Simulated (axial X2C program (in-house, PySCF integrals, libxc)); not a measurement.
**FAsF⁺: properties at the nuclei**

Computed with an in-house all-electron X2C program for linear molecules (integrals from PySCF): two-component X2C with atomic mean-field Coulomb and Gaunt terms, Gaussian nuclei, basis F dyall-av3z, As dyall-v3z with contracted cores.

F–As–F held linear, with bonds 1.725 and 1.725 Å (near the PBE0 minimum at charge 1 of the determinant lowest at the starting distance; the state shown can have its own minimum elsewhere, held linear; other orders of the atoms were not compared).

Input and command:
```json
{"zs": [9, 33, 9], "q": 1, "bas": ["dyall-av3z", "dyall-v3z", "dyall-av3z"], "r0": [1.85, 1.85], "symm": 1, "scan": ["PBE0", "HF", "BHandHLYP"], "levels": ["PBE0", "HF", "LDA"], "nst": 2}
```
```bash
python solin.py task.json out
```

Keys: zs atomic numbers; q charge; bas basis sets; r0 starting distance in Å; symm equal bonds; scan levels of the two-bond scan; levels methods; nst determinants followed.

Determinant lowest in the PBE0 search, Ω = 0 (closed shell), highest spinor 62% F p, 17% As s, 12% As d:

```
level  qzz F (a.u.)  qzz As (a.u.)
 PBE0         -0.17          -4.05
   HF          0.00          -4.30
  LDA         -0.28          -3.90
```

qzz is the electric field gradient, eQq0 = 234.96 MHz × Q/barn × qzz. The operators were transformed with the bare-nucleus X2C matrices; with these basis sets, hyperfine constants and field gradients can be off by tens of per cent, and where levels differ in sign neither size nor sign is settled.

Question: With Q(75As) = 0.311 barn (Q from Pyykkö, Mol. Phys. 2018), turn the PBE0 values of the first state into constants in MHz.

Answer: eQq0(75As) = 234.96 × (0.311) × (-4.05) = -296 MHz.

The molecule was held linear; bending was not examined, so a bent shape may lie lower.

Each state is one determinant with collinear spin. The search compared states at one distance, so a state with another bond length can lie lower. Further determinants of the search, some of them spin-mixed, are not shown. Where a field gradient or hyperfine factor spreads by more than a factor of two over the levels, a constant derived from it is not to be relied on.
